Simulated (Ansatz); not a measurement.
Two members of one family (Series SiCl3X), computed with Ansatz in the gas phase. Binding counts from free atoms in the multiplicity of their measured ground term, without zero-point energy. A dash marks a value that wasn't run or was left out as unsound. The structures are stationary points that may keep the symmetry of their start. Remarks come from the PBE and PBE0 runs and from stability tests at other levels; not every state was tested. HOMO above LUMO (over both spins in singlets and doublets, within one spin in higher multiplets; at PBE or PBE0), or a gap under 0.15 eV within one spin, warns that the state may not be the lowest or that an electron is smeared out.

First: SiBrCl3 (singlet, charge 0, r2SCAN-D4/def2-SVP geometry).

```xyz
5

Si    0.0142    0.0146    0.0148
Br   -1.2196   -1.2754   -1.2696
Cl   -0.6043   -0.1472    1.9553
Cl   -0.1636    1.9598   -0.5857
Cl    1.9733   -0.5519   -0.1149
```

```json
{"level": "PBE-D4/def2-SVP", "HOMO (eV)": "-7.59", "LUMO (eV)": "-1.82", "gap (eV)": "5.77", "vertical IE (eV)": "–", "binding per atom (eV)": "3.25"}
{"level": "PBE-D4/def2-TZVP", "HOMO (eV)": "-7.74", "LUMO (eV)": "-2.12", "gap (eV)": "5.62", "vertical IE (eV)": "–", "binding per atom (eV)": "3.29"}
{"level": "revPBE-D4/def2-TZVP", "HOMO (eV)": "-7.69", "LUMO (eV)": "-2.01", "gap (eV)": "5.68", "vertical IE (eV)": "–", "binding per atom (eV)": "3.20"}
{"level": "r2SCAN-D4/def2-TZVP", "HOMO (eV)": "-8.12", "LUMO (eV)": "-1.80", "gap (eV)": "6.32", "vertical IE (eV)": "10.85", "binding per atom (eV)": "3.27"}
{"level": "PBE0-D4/def2-TZVP", "HOMO (eV)": "-9.09", "LUMO (eV)": "-1.17", "gap (eV)": "7.92", "vertical IE (eV)": "11.12", "binding per atom (eV)": "3.24"}
```

Remarks: gap within one spin near zero at PBE or PBE0 (+1 doublet), HOMO above LUMO (+1 doublet).

Second: Si(OH)Cl3 (singlet, charge 0, r2SCAN-D4/def2-SVP geometry).

Cartesian coordinates in Å:
```
Si 0.198 0.233 0.003
O -0.460 -1.145 0.589
H -1.196 -1.538 0.104
Cl -1.187 1.743 -0.081
Cl 0.942 -0.039 -1.888
Cl 1.703 0.745 1.273
```

Estimate the same table for the second.


```tsv
level	HOMO (eV)	LUMO (eV)	gap (eV)	vertical IE (eV)	binding per atom (eV)
PBE-D4/def2-SVP	-7.67	-0.86	6.80	–	3.72
PBE-D4/def2-TZVP	-7.89	-1.29	6.60	–	3.77
revPBE-D4/def2-TZVP	-7.84	-1.17	6.67	–	3.66
r2SCAN-D4/def2-TZVP	-8.28	-0.86	7.42	11.11	3.74
PBE0-D4/def2-TZVP	-9.34	-0.27	9.07	11.41	3.69
```

Remarks: gap within one spin near zero at PBE or PBE0 (+1 doublet), HOMO above LUMO (+1 doublet).
